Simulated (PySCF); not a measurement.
## Dipole response of I⁺ (iodine, charge +1)

[Kr] 4d10 5s2 5p3 6s1, high-spin 5S determinant (an excited configuration). All numbers are calculated (PySCF 2.14, scalar relativity by spin-free X2C-1e, in aug-cc-pwCVTZ-DK3 (10s9p7d4f1g, 109 functions)). Coupled (time-dependent) response in atomic units; α is the mean over directions.

```tsv
method	mean α (bohr³)	C₆ (like pair)	S(−4)
UHF	214.7	2790	39480
PBE	166.2	1990	22520
PBE0	181.9	2247	27280
```

S(−4) is the Cauchy moment in α(ω) = α(0) + S(−4) ω² + …

α(iu) at PBE0:

```json
{"u (hartree)": "0", "α(iu) (bohr³)": "181.9"}
{"u (hartree)": "0.0500", "α(iu) (bohr³)": "133.4"}
{"u (hartree)": "0.100", "α(iu) (bohr³)": "77.59"}
{"u (hartree)": "0.200", "α(iu) (bohr³)": "34.91"}
{"u (hartree)": "0.300", "α(iu) (bohr³)": "21.89"}
{"u (hartree)": "0.500", "α(iu) (bohr³)": "12.46"}
{"u (hartree)": "0.750", "α(iu) (bohr³)": "7.734"}
{"u (hartree)": "1.00", "α(iu) (bohr³)": "5.369"}
{"u (hartree)": "1.50", "α(iu) (bohr³)": "3.143"}
{"u (hartree)": "2.00", "α(iu) (bohr³)": "2.143"}
{"u (hartree)": "3.00", "α(iu) (bohr³)": "1.242"}
{"u (hartree)": "5.00", "α(iu) (bohr³)": "0.5955"}
```

A single London oscillator, α(iu) = α/(1 + u²/ω²), gives C₆ = (3/4) ω α². Matching the computed C₆ needs ω = 4 × 2247 / (3 × 181.9²) = 0.0905 hartree.

For an ion, C₆ is the dispersion term alone; charge-induced terms of lower order in 1/R come first.

The outer electron is Rydberg-like, and this basis confines it to a smaller radius and binds it less than a complete one would.
